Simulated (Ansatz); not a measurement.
Consider the substitution at a C–C bond: `CCCC(C)CCC` + `CO[SiH](S)Cl` → `CO[SiH](Cl)SC` + `CCCC(C)CC`.

Isolated molecules relaxed with PBE0-D4/def2-TZVP in Ansatz; ΔE leaves out vibrations. CBS: MP2 limit from def2 TZ/QZ plus the TZ coupled-cluster correction, frozen cores. DFT in def2-TZVPP. Each species was taken in one conformer, which may not be the lowest.

| level | ΔE (kJ/mol) |
| --- | --- |
| ωB97X-V | 9.3 |
| MP2/def2-TZVPP | 11.2 |

(1) What does CCSD(T)/CBS give? (Best estimate.)

Largest T1 diagnostic among the species: 0.011.

Results:

(1) Computed: +9.4 kJ/mol. The listed levels differ from it by -0.1, 1.8 kJ/mol.

In def2-TZVPP, CCSD(T) changes the Hartree–Fock value by +4.9 kJ/mol (the triples alone add −0.7 kJ/mol) and MP2 by +3.3 kJ/mol.
